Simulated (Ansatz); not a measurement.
Geometry optimisation, Ansatz, RKS B3LYP-D4/STO-3G.

Input file:

```yaml
crystal:
  periodic: [false, false, false]
  atoms:
    - { symbol: C, position_ang: [-1.5712, 0.4999, 1.0749] }
    - { symbol: Al, position_ang: [0.13, 0.918, 0.1975] }
    - { symbol: C, position_ang: [1.0501, -0.5134, -0.78] }
    - { symbol: "N", position_ang: [0.6588, -1.6958, -0.8525] }
    - { symbol: O, position_ang: [2.3082, -0.2347, -1.3795] }
    - { symbol: H, position_ang: [-1.4921, -0.2373, 1.8218] }
    - { symbol: H, position_ang: [-2.3186, 0.2122, 0.2977] }
    - { symbol: H, position_ang: [-1.9578, 1.4835, 1.5457] }
    - { symbol: H, position_ang: [0.7749, 2.3992, 0.3274] }
    - { symbol: H, position_ang: [-0.3295, -1.9499, -0.3881] }
    - { symbol: H, position_ang: [2.8125, -0.9387, -1.8444] }
basis:
  gaussian: { orbitals: STO-3G }
hamiltonian:
  xc: b3lyp
  dispersion: d4
relax:
  f_tol: 0.02
  max_steps: 40
```

Run as:

```bash
$ ansatz run input.yaml --threads 1 --pin off --max-ram 2048MiB --backend cpu --events-out ev --progress --plain --runs-dir out
```

Question: Where does it end, and by what steps?

Answer: The run converged. Limits of this set-up: minimal basis. After 5 steps the energy has fallen by 1.142 eV; H11 moved furthest, 0.29 Å.

```json
{"step": "0", "energy less start (eV)": "0.0000", "largest force component (eV/Å)": "7.025", "accepted": "yes"}
{"step": "1", "energy less start (eV)": "-1.0139", "largest force component (eV/Å)": "1.215", "accepted": "yes"}
{"step": "2", "energy less start (eV)": "-1.1307", "largest force component (eV/Å)": "0.432", "accepted": "yes"}
{"step": "3", "energy less start (eV)": "-1.1364", "largest force component (eV/Å)": "0.223", "accepted": "yes"}
{"step": "4", "energy less start (eV)": "-1.1415", "largest force component (eV/Å)": "0.095", "accepted": "yes"}
{"step": "5", "energy less start (eV)": "-1.1418", "largest force component (eV/Å)": "0.019", "accepted": "yes"}
```

```xyz
11
Properties=species:S:1:pos:R:3
C -1.521 0.549 1.021
Al 0.158 0.978 0.218
C 1.030 -0.474 -0.714
N 0.690 -1.748 -0.898
O 2.266 -0.125 -1.314
H -1.420 -0.263 1.755
H -2.249 0.200 0.275
H -1.978 1.399 1.543
H 0.795 2.332 0.280
H -0.255 -1.886 -0.405
H 2.551 -1.020 -1.742
```

Run time: 22 s on 1 thread of Intel(R) Xeon(R) Platinum 8259CL CPU @ 2.50GHz (Skylake/Cascade Lake), on a shared host, peak memory 0.16 GiB.
